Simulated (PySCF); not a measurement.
# Computed records: H₅O₂Si₂, AlH₄O₂Si

All values are calculated (PySCF 2.14.0). Calculation on a computer-drawn molecule: the log of a Hartree-Fock and frozen-core CCSD(T) single point meant for a local Hartree-Fock minimum, with one planted fault or none, to be diagnosed. Offsets are logged minus clean, where the clean run is the same molecule without the fault. The reference is restricted for singlets and unrestricted otherwise, and also for a bond in bohr or an excited solution. Adding or removing an electron swaps singlet and doublet. The excited solution moves the top pair (singlet) or top alpha electron (doublet) to the lowest empty orbital. Highest occupied and lowest empty are orbital energies over both spins, largest force is the largest gradient component, triples share is (T) over the correlation energy, the T1 limit is 0.02 restricted and 0.045 unrestricted, electrons count all cores, a negative frequency is imaginary (commonest isotopes), and the dipole is about the centre of nuclear charge.

Common to all runs: meant charge 0; meant multiplicity 2; meant basis cc-pV(D+d)Z; logged SCF converged yes; logged CC converged yes; logged SCF stable within its kind yes; possible faults no fault, one electron removed, one electron added, multiplicity raised by two, geometry at a saddle point, SCF held on an excited solution, minimal basis STO-3G, one bond length entered in bohr, all coordinates scaled.

(1) H₅O₂Si₂

Logged structure:
```xyz
9
H5O2Si2
O      0.7008     2.7229    -2.7733
Si     0.8259     2.5785    -1.0280
O      0.2198     1.0260    -0.4892
Si    -1.0876    -0.0846    -0.1258
H      1.1314     2.0237    -3.3625
H      2.3369     2.6625    -0.5646
H     -2.3977     0.7162     0.2372
H     -0.6666    -0.9835     1.0968
H     -1.3693    -1.0018    -1.3772
```

* logged electrons: 49
* logged basis functions: 99
* logged spin squared: 0.7556
* logged highest occupied: -9.544 eV
* logged lowest empty: 1.4523 eV
* logged largest force: 0.044593 hartree/bohr
* logged T1 diagnostic: 0.016403
* logged D1 diagnostic: 0.062285
* logged triples share: 0.024186
* logged dipole magnitude: 0.84959 debye
* logged energy HF: -730.56801 hartree
* logged energy CCSD(T): -731.18288 hartree
* planted fault: all coordinates scaled, by +6.7 %
* HF energy offset from clean run: 22.9 kcal/mol
* CCSD(T) energy offset from clean run: 14.25 kcal/mol

Drawn bonds:
```
atom  other atom  order
   1           2      1
   2           3      1
   3           4      1
   1           5      1
   2           6      1
   4           7      1
   4           8      1
   4           9      1
```

(2) AlH₄O₂Si

Logged structure:
```xyz
8
AlH4O2Si
O     -1.4485     1.2151     2.0651
Si    -0.7782    -0.3965     1.7136
O     -2.0074    -1.4203     0.9715
Al    -3.1858    -2.6925     0.4105
H     -2.0648     1.6500     1.3742
H      0.4549    -0.2786     0.6896
H     -4.4426    -2.2100    -0.6256
H     -2.9779    -4.2928     0.9401
```

* logged electrons: 47
* logged basis functions: 94
* logged spin squared: 0.7567
* logged highest occupied: -9.3213 eV
* logged lowest empty: 1.2853 eV
* logged largest force: 0.053828 hartree/bohr
* logged T1 diagnostic: 0.01884
* logged D1 diagnostic: 0.068322
* logged triples share: 0.024567
* logged dipole magnitude: 1.6082 debye
* logged energy HF: -682.97287 hartree
* logged energy CCSD(T): -683.54487 hartree
* planted fault: ?

Drawn bonds:
```
atom  other atom  order
   1           2      1
   2           3      1
   3           4      1
   1           5      1
   2           6      1
   4           7      1
   4           8      1
```

Questions
1. Which fault was planted in the run of AlH₄O₂Si (entry 2)?

Answers
1. all coordinates scaled, by +8.0 %

Further results for AlH₄O₂Si (entry 2):

- HF energy offset from clean run: 27.59 kcal/mol
- CCSD(T) energy offset from clean run: 17.88 kcal/mol
